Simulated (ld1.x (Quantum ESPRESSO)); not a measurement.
**Before and after: TM potential for Zn (Z = 30)**

* Element: zinc (Zn)
* Generator: ld1.x (Quantum ESPRESSO) 7.5
* Type: norm-conserving Troullier–Martins (Kleinman–Bylander form)
* Functional: PBE
* Relativity: scalar-relativistic
* Frozen core: [Ar] 3d10
* Valence charge: 2
* Reference configuration: 4s1 4p1
* Partial waves: 4s (bound): rc 2.05 bohr; 4p (bound): rc 2.45 bohr
* Local potential: all-electron potential smoothed inside 1.55 bohr (lloc = -1)
* Core correction: a·sin(br)/r model core inside 1.30 bohr

All-electron outer shells of the reference configuration (PBE, scalar-relativistic, ld1.x):

```
shell  level (eV)  outermost node (bohr)  outermost maximum (bohr)
   3p      -85.65                   0.25                      0.59
   3d      -12.34                      –                      0.57
   4s       -7.40                   0.85                      2.04
   4p       -2.10                   0.92                      2.89
```

Change: reference 4s1.5 4p0.

Cutoffs: the cutoffs (Ry, on a coarse ladder) from which the occupation-weighted sum of valence levels, in a spherical-Bessel basis at the reference potential, stays within 10 and 1 mRy of its value at 400 Ry; they do not see the model core or the augmentation charge, which bear on the density cutoff. Errors are all-electron minus pseudo energies relative to the spin-unpolarised reference configuration.

Question: What does the change do?

Answer: The potential gets harder (10 Ry and 25 Ry → 10 Ry and 30 Ry); neither file shows a bound ghost.

| quantity | base | changed |
| --- | --- | --- |
| cutoff, loose | 10 Ry | 10 Ry |
| cutoff, tight | 25 Ry | 30 Ry |
| bound ghosts | none | none |
| largest error over its own tests, meV | -96 | -122 |
| s: phases at 2.67 bohr within 0.05 rad from the reference energy up to (Ry; the scan ends near 5) | 0.9 | 0.7 |
| p: phases at 2.67 bohr within 0.05 rad from the reference energy up to (Ry; the scan ends near 5) | 2.4 | 2.2 |
